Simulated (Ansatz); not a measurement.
Ansatz (a program for electronic structure) input:

Ansatz 0.2 input:
```yaml
crystal:
  periodic: [false, false, false]
  atoms:
    - {symbol: O, position_ang: [-1.13600503, 0.34081010, -1.29693360]}
    - {symbol: B, position_ang: [-0.58681581, -0.04587979, -0.20956967]}
    - {symbol: O, position_ang: [-1.21301531, -0.70080689, 0.90022423]}
    - {symbol: P, position_ang: [1.34887989, 0.32112569, 0.24821599]}
    - {symbol: H, position_ang: [-2.14242538, -0.77346388, 0.64551119]}
    - {symbol: H, position_ang: [1.72684686, -0.90749603, 0.86201340]}
    - {symbol: H, position_ang: [1.90862198, -0.02655226, -1.00924118]}
basis:
  gaussian:
    orbitals: def2-TZVPD
hamiltonian:
  xc: {name: B97M-V}
total_charge: -1
output: {forces: true}
```

Problem. What final total energy does it print?

Solution. -518.56324 Eh (B97M-V/def2-TZVPD). The basis has 187 functions.

It need not be the lowest isomer of its formula. Whether it binds its extra electron was not tested at this geometry.
